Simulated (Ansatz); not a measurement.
`C[Si](C)(C)C#Cc1sc(-c2sc(-c3sc(-c4sc(C#C[Si](C)(C)C)c5c4OCCO5)c4c3OCCO4)c3c2OCCO3)c2c1OCCO2`, 82 atoms. Hardware: 4 threads of AMD EPYC 7R13 on a shared host and a share (37 GiB) of an NVIDIA H100 80GB HBM3.

Single mean-field runs in def2-SVP are fitted with def2-universal-jkfit.

(1) How many basis functions does each of these Ansatz runs have, and roughly what does it cost? PBE0-D4/def2-SVP, charge -1 doublet at the geometry of the charge 0 singlet, energy; PBE-D4/def2-SVP, charge 0 singlet, energy, from earlier orbitals; PBE0-D4/def2-SVP, charge 0 singlet, energy, from earlier orbitals; PBE-D4/def2-SVP, charge -1 doublet at the geometry of the charge 0 singlet, energy, from earlier orbitals; r2SCAN-D4/def2-SVP, charge 0 singlet, energy and forces, from earlier orbitals; PBE-D4/def2-SVP, charge 1 doublet at the geometry of the charge 0 singlet, energy, from earlier orbitals; PBE-D4/def2-SVP, charge 0 triplet at the geometry of the charge 0 singlet, energy, from earlier orbitals; PBE0-D4/def2-SVP, charge 0 triplet at the geometry of the charge 0 singlet, energy; PBE0-D4/def2-SVP, charge 1 doublet at the geometry of the charge 0 singlet, energy; PBE-D4/def2-SVP, charge 0 singlet, relaxation, 21 steps.

Results:

(1) Other jobs shared the machine, so times can vary by a factor of up to 3.

```
                                                                                                      run  functions  fitting or Cholesky vectors  wall time  peak host memory (GiB)
                                         PBE-D4/def2-SVP, charge 0 singlet, energy, from earlier orbitals        866                         4546        8 s                     1.2
 PBE-D4/def2-SVP, charge 0 triplet at the geometry of the charge 0 singlet, energy, from earlier orbitals        866                         4546      8.5 s                     1.5
                           r2SCAN-D4/def2-SVP, charge 0 singlet, energy and forces, from earlier orbitals        866                         4546      9.5 s                     1.5
                                        PBE0-D4/def2-SVP, charge 0 singlet, energy, from earlier orbitals        866                         4546       12 s                     1.2
PBE-D4/def2-SVP, charge -1 doublet at the geometry of the charge 0 singlet, energy, from earlier orbitals        866                         4546       12 s                     1.5
 PBE-D4/def2-SVP, charge 1 doublet at the geometry of the charge 0 singlet, energy, from earlier orbitals        866                         4546       14 s                     1.5
                       PBE0-D4/def2-SVP, charge 1 doublet at the geometry of the charge 0 singlet, energy        866                         4546       22 s                     1.6
                       PBE0-D4/def2-SVP, charge 0 triplet at the geometry of the charge 0 singlet, energy        866                         4546       27 s                     1.7
                      PBE0-D4/def2-SVP, charge -1 doublet at the geometry of the charge 0 singlet, energy        866                         4546       28 s                     1.6
                                                  PBE-D4/def2-SVP, charge 0 singlet, relaxation, 21 steps        866                         4546    1.9 min                     1.4
```
